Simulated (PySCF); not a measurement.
**Excitation energy of Fe by level of theory**

Fe [Ar] 3d6 4s2 (5D) → Fe [Ar] 3d5 4s2 5s1 (7S), as a difference of total energies. Computed with PySCF 2.14 in x2c-TZVPPall with one added diffuse shell each of s, p, d, f type (7s6p5d3f1g, 80 functions), with scalar relativity by spin-free X2C-1e. Correlated levels: valence and next inner shell: [Ne] frozen. The calculations carry no spin-orbit coupling.

```tsv
method	excitation energy (eV)
UHF	6.058
MP2 (valence and next inner shell)	7.897
SCS-MP2 (valence and next inner shell)	7.902
CCSD (valence and next inner shell)	7.637
CCSD(T) (valence and next inner shell)	7.726
```

Problem. How much does correlation contribute at CCSD(T) (valence and next inner shell)?

Solution. 7.726 − (6.058) = 1.668 eV, measured against UHF.

The promoted electron is Rydberg-like, and one or two diffuse shells describe it only roughly, which tends to raise the upper state.
